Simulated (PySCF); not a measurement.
C3H10B3O3 (SMILES CB1OB(C)[OH+]B(C)O1), charge +1, singlet, geometry from GFN2-xTB; PySCF with B3LYP/STO-3G.

PySCF was given this input:
```python
from pyscf import gto, scf, dft

mol = gto.M(
    atom='''
C     1.550175    2.523767    0.431863
B     0.744414    1.206394    0.211466
O    -0.632979    1.197699    0.084709
B    -1.407641    0.152811   -0.107211
C    -2.965982    0.147971   -0.236534
O    -0.692564   -1.127495   -0.190464
B     0.769113   -1.194193   -0.069156
C     1.466271   -2.589119   -0.183227
O     1.353487   -0.030897    0.118337
H     1.625321    3.082864   -0.500519
H     2.562706    2.341066    0.776648
H     1.053997    3.190038    1.132867
H    -3.430491    0.350781    0.728127
H    -3.308962    0.948058   -0.888685
H    -3.381499   -0.785807   -0.605028
H    -1.194213   -1.942119   -0.328085
H     0.786909   -3.435163   -0.127374
H     2.222421   -2.714809    0.588516
H     2.008043   -2.670129   -1.125227
''',
    basis='sto-3g',
    charge=1,
    spin=0,
    verbose=4,
)

mf = dft.RKS(mol)
mf.xc = 'b3lyp'
mf.init_guess = 'sap'
mf.kernel()
```

Write the output that PySCF gives for this input, abridged.


```
PySCF version 2.14.0

[INPUT] verbose = 4
[INPUT] num. atoms = 19
[INPUT] num. electrons = 66
[INPUT] charge = 1
[INPUT] spin (= nelec alpha-beta = 2S) = 0
[INPUT] symmetry False subgroup None
[INPUT] Mole.unit = angstrom
[INPUT] Symbol           X                Y                Z      unit          X                Y                Z       unit  Magmom
[INPUT]  1 C      1.550175000000   2.523767000000   0.431863000000 AA    2.929406195148   4.769228432215   0.816102793333 Bohr   0.0
[INPUT]  2 B      0.744414000000   1.206394000000   0.211466000000 AA    1.406738583292   2.279754258319   0.399612824657 Bohr   0.0
[INPUT]  3 O     -0.632979000000   1.197699000000   0.084709000000 AA   -1.196156952601   2.263323089665   0.160076810286 Bohr   0.0
[INPUT]  4 B     -1.407641000000   0.152811000000  -0.107211000000 AA   -2.660055971709   0.288770938821  -0.202599427541 Bohr   0.0
[INPUT]  5 C     -2.965982000000   0.147971000000  -0.236534000000 AA   -5.604893670390   0.279624664378  -0.446984479148 Bohr   0.0
[INPUT]  6 O     -0.692564000000  -1.127495000000  -0.190464000000 AA   -1.308756283733  -2.130656756816  -0.359924796589 Bohr   0.0
[INPUT]  7 B      0.769113000000  -1.194193000000  -0.069156000000 AA    1.453412928843  -2.256697709873  -0.130685899870 Bohr   0.0
[INPUT]  8 C      1.466271000000  -2.589119000000  -0.183227000000 AA    2.770850614392  -4.892725813908  -0.346248848626 Bohr   0.0
[INPUT]  9 O      1.353487000000  -0.030897000000   0.118337000000 AA    2.557719743159  -0.058386868071   0.223624520403 Bohr   0.0
[INPUT] 10 H      1.625321000000   3.082864000000  -0.500519000000 AA    3.071411554504   5.825768639281  -0.945843830141 Bohr   0.0
[INPUT] 11 H      2.562706000000   2.341066000000   0.776648000000 AA    4.842812477780   4.423973579531   1.467652015191 Bohr   0.0
[INPUT] 12 H      1.053997000000   3.190038000000   1.132867000000 AA    1.991765666113   6.028298146955   2.140808365558 Bohr   0.0
[INPUT] 13 H     -3.430491000000   0.350781000000   0.728127000000 AA   -6.482688462785   0.662880019701   1.375960613901 Bohr   0.0
[INPUT] 14 H     -3.308962000000   0.948058000000  -0.888685000000 AA   -6.253031936593   1.791569970203  -1.679371261009 Bohr   0.0
[INPUT] 15 H     -3.381499000000  -0.785807000000  -0.605028000000 AA   -6.390107000491  -1.484960016766  -1.143337217693 Bohr   0.0
[INPUT] 16 H     -1.194213000000  -1.942119000000  -0.328085000000 AA   -2.256735504395  -3.670073011314  -0.619990795578 Bohr   0.0
[INPUT] 17 H      0.786909000000  -3.435163000000  -0.127374000000 AA    1.487042494955  -6.491517263239  -0.240701975390 Bohr   0.0
[INPUT] 18 H      2.222421000000  -2.714809000000   0.588516000000 AA    4.199767023482  -5.130245490504   1.112134059925 Bohr   0.0
[INPUT] 19 H      2.008043000000  -2.670129000000  -1.125227000000 AA    3.794651316350  -5.045812527259  -2.126370857966 Bohr   0.0

nuclear repulsion = 426.740109707461
number of shells = 37
number of NR pGTOs = 165
number of NR cGTOs = 55
basis = sto-3g
ecp = {}

******** <class 'pyscf.dft.rks.RKS'> ********
method = RKS
initial guess = sap
damping factor = 0
level_shift factor = 0
DIIS = <class 'pyscf.scf.diis.CDIIS'>
diis_start_cycle = 1
diis_space = 8
diis_damp = 0
SCF conv_tol = 1e-09
SCF conv_tol_grad = None
SCF max_cycles = 50
direct_scf = True
direct_scf_tol = 1e-13
XC library pyscf.dft.libxc version 7.1.2
    S. Lehtola, C. Steigemann, M. J. T. Oliveira, and M. A. L. Marques,  SoftwareX 7, 1–5 (2018)
XC functionals = b3lyp
    P. J. Stephens, F. J. Devlin, C. F. Chabalowski, and M. J. Frisch,  J. Phys. Chem. 98, 11623 (1994)
radial grids:
    Treutler-Ahlrichs [JCP 102, 346 (1995); DOI:10.1063/1.469408] (M4) radial grids

becke partition: Becke, JCP 88, 2547 (1988); DOI:10.1063/1.454033
pruning grids: <function nwchem_prune>
grids dens level: 3
symmetrized grids: False
atomic radii adjust function: <function treutler_atomic_radii_adjust>
small_rho_cutoff = 0
Set gradient conv threshold to 3.16228e-05
Initial guess from superposition of atomic potentials (doi:10.1021/acs.jctc.8b01089)
This is the Gaussian fit version as described in doi:10.1063/5.0004046.
Found SAP basis sapgrasplarge

WARN: SAP basis coefficients must be equal or closeto total electronic charge: -67.0 !≃ 66
Check fails with value 1.0

  HOMO = -0.983995177134957  LUMO = -0.728301315148653  gap/eV = 6.95778
tot grids = 224824
init E= -414.19342224667
  HOMO = -0.25697424982055  LUMO = -0.0204913084958225  gap/eV = 6.43503
cycle= 1 E= -414.716495103228  delta_E= -0.523  |g|= 1.33  |ddm|= 4.17
  HOMO = -0.443253718357568  LUMO = -0.179964610651033  gap/eV = 7.16446
cycle= 2 E= -414.882210755322  delta_E= -0.166  |g|= 1.14  |ddm|= 3.18
  HOMO = -0.452335286232589  LUMO = -0.15286378757263  gap/eV = 8.14903
cycle= 3 E= -415.26817553364  delta_E= -0.386  |g|= 0.126  |ddm|= 1.51
  HOMO = -0.428695211393093  LUMO = -0.144447443168758  gap/eV = 7.73478
cycle= 4 E= -415.272931287346  delta_E= -0.00476  |g|= 0.0227  |ddm|= 0.179
  HOMO = -0.427190860765015  LUMO = -0.140336399245249  gap/eV = 7.80571
cycle= 5 E= -415.273085135159  delta_E= -0.000154  |g|= 0.00368  |ddm|= 0.0336
  HOMO = -0.42837022343668  LUMO = -0.141329236712411  gap/eV = 7.81078
cycle= 6 E= -415.273088578879  delta_E= -3.44e-06  |g|= 0.00191  |ddm|= 0.00651
  HOMO = -0.428389118873051  LUMO = -0.141469338286174  gap/eV = 7.80748
cycle= 7 E= -415.273089606963  delta_E= -1.03e-06  |g|= 4.23e-05  |ddm|= 0.0022
  HOMO = -0.428379529993443  LUMO = -0.14146409462822  gap/eV = 7.80737
cycle= 8 E= -415.273089607592  delta_E= -6.29e-10  |g|= 1.53e-05  |ddm|= 8.09e-05
  HOMO = -0.428378101016959  LUMO = -0.141462879755452  gap/eV = 7.80736
Extra cycle  E= -415.273089607582  delta_E= 9.44e-12  |g|= 1.71e-05  |ddm|= 3.96e-05
converged SCF energy = -415.273089607582
```
